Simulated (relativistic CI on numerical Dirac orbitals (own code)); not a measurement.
Sb24+: q coefficients and field-shift factors

Calculated at this level of theory: Dirac-Coulomb-Breit CI, orbitals from a KLI potential per configuration, derivatives by finite differences, unscaled Slater integrals, QED left out (own radial code, finite nucleus).

Configuration list (outside the closed core [Ne]): 3s2.3p6.3d9, 3s2.3p5.3d10, 3s.3p6.3d10, 3s2.3p6.3d8.4s, 3s2.3p6.3d8.4p, 3s2.3p6.3d8.4d, 3s2.3p4.3d10.4s, 3s2.3p6.3d8.4f. Levels of other configurations are missing.

With x = (α/α₀)² − 1 an excitation energy changes as ω = ω₀ + qx; K = 2q/ω₀ is the relative enhancement. Terms are leading LS components, so labels can repeat. The field-shift factor is F = δν/δ⟨r²⟩ for the transition from the lowest level.

Lowest level 3s2.3p6.3d9 2D_5/2.

```tsv
Level	ω₀ (cm⁻¹)	q (cm⁻¹)	F (GHz/fm²)
3s2.3p6.3d9 2D_3/2	80155	79900	0.702
3s2.3p5.3d10 2P°_3/2	1882332	110500	5.1
3s2.3p5.3d10 2P°_1/2	2275897	540700	-6.74
3s.3p6.3d10 2S_1/2	3339757	624700	-538
3s2.3p6.3d8.4s 4F_9/2	4071875	-240300	179
3s2.3p6.3d8.4s 2F_7/2	4085904	-238700	178
3s2.3p6.3d8.4s 2D_5/2	4120389	-239000	179
3s2.3p6.3d8.4s 2D_3/2	4123573	-234100	179
3s2.3p6.3d8.4s 4F_7/2	4151522	-164300	179
3s2.3p6.3d8.4s 4F_5/2	4153516	-163900	179
3s2.3p6.3d8.4s 4P_1/2	4190530	-213300	179
3s2.3p6.3d8.4s 4P_5/2	4191932	-158300	179
3s2.3p6.3d8.4s 4F_3/2	4193405	-157200	180
```

At this charge energies of transitions that change n are usually good to better than 1 %, and those within a shell (Δn = 0) to a few per cent.

**Question.** Which transition from the lowest level has the largest |K|?

**Answer.** 3s2.3p6.3d9 2D_3/2 at 80155 cm⁻¹, K = 1.99.
